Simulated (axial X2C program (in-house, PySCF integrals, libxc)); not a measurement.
Potential curves of NiH, with spin–orbit coupling

All values were computed with an axial X2C code built on PySCF integrals. Two-component (2c) means X2C with spin–orbit coupling and atomic mean-field two-electron Coulomb and Gaunt terms. Basis: Ni dyall-v3z [9s9p6d3f2g], H dyall-v3z [6s2p1d] (cores contracted in-house); Gaussian nuclei, density fitting, unrestricted open shells. Masses: Ni 57.935 u, H 1.008 u.

State: Ω = 5/2 (⟨Sz⟩ = 0.50, ⟨Lz⟩ = 2.00 at PBE0). Energies in eV from the lowest point of each curve. Fits are polynomials in 1 − R0/R over 0.85 to 1.23 times the lowest point R0.

```csv
R (Å),PBE0,PBE
1.2659,0.3517,0.3537
1.3241,0.1524,0.1522
1.3677,0.0629,0.0621
1.4114,0.0145,0.0138
1.4550,0.0000,0.0000
1.5059,0.0177,0.0189
1.5569,0.0653,0.0678
1.6223,0.1596,0.1639
1.7024,0.3118,0.3180
1.8188,0.5774,0.5851
```

The state is a single determinant with fixed occupations, the lowest that a limited PBE0 search found. Density functionals use the spin component along the axis (collinear). Other states lie close and PBE0, whose exact exchange favours high spin, may order them wrongly; the determinant shown need not be the ground state. The nearest other 2c determinant of the search, Ω = 3/2, lies 0.14 eV up at the distance of the search. The functionals have no current-density term, which raises determinants with orbital currents, atoms included. At some level and bond length an empty orbital lies below a filled one.

(1) What are Re and ωe at the PBE0 level?

(2) Fit the PBE curve near its minimum: give the equilibrium distance and the harmonic wavenumber.

Answers

(1) At PBE0, 2c: Re = 1.455 Å, ωe ≈ 2000 cm⁻¹; Be follows as 8.04 cm⁻¹.

(2) At PBE, 2c: Re = 1.453 Å, ωe ≈ 2020 cm⁻¹; Be follows as 8.06 cm⁻¹.
